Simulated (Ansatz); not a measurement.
Isolated molecules relaxed with PBE0-D4/def2-TZVP in Ansatz; ΔE leaves out vibrations. CCSD(T)/CBS is the MP2 limit (def2-TZVPP, def2-QZVPP) plus CCSD(T) − MP2 in def2-TZVPP, frozen cores. Elements past krypton have def2 core potentials. For I outer-core shells are correlated without core-valence functions, which leaves a few kJ/mol of doubt a bond. Each species was taken in one conformer, which may not be the lowest.

Reaction (redistribution): `N[SiH2]I` + `C[Si](F)(F)CO` → `N[SiH2]CO` + `C[Si](F)(F)I`

| species | CCSD(T)/CBS(def2) energy (Eh) |
| --- | --- |
| `N[SiH2]I` | -643.69654 |
| `C[Si](F)(F)CO` | -643.70737 |
| `N[SiH2]CO` | -461.23550 |
| `C[Si](F)(F)I` | -826.16288 |

**Question.** Work out ΔE.

**Answer.** ΔE = (-461.23550) + (-826.16288) − (-643.69654) − (-643.70737) = 0.00553 Eh = +3.5 kcal/mol.

Largest T1 diagnostic among the species: 0.011.

Leaving LDA and LC-ωPBE aside and taking each functional with its dispersion term where it has one, the values, not all of them listed here, spread over 1.5 kcal/mol, from B97M-V to BHLYP-D4. LDA lies −1.3 kcal/mol from PBE without D4. In def2-TZVPP, CCSD(T) changes the Hartree–Fock value by −2.3 kcal/mol (the triples alone add −0.4 kcal/mol) and MP2 by −2.6 kcal/mol.
